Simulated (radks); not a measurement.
Problem. Neutral neodymium: order these configurations by energy. Method: non-relativistic Kohn-Sham, PBE, spin-polarised, spherical densities, point nucleus; computed with a radial shooting solver on a logarithmic mesh with Libxc functionals. Open shells are filled with parallel spins first. [Xe] 4f3 5d1 6s2; [Xe] 4f3 6s2 6p1; [Xe] 4f4 5d1 6s1; [Xe] 4f4 6s1 6p1; [Xe] 4f4 6s2.

Solution. From the lowest, in eV above it: [Xe] 4f4 6s2 0.000; [Xe] 4f4 5d1 6s1 0.429; [Xe] 4f4 6s1 6p1 1.442; [Xe] 4f3 5d1 6s2 5.266; [Xe] 4f3 6s2 6p1 8.264.
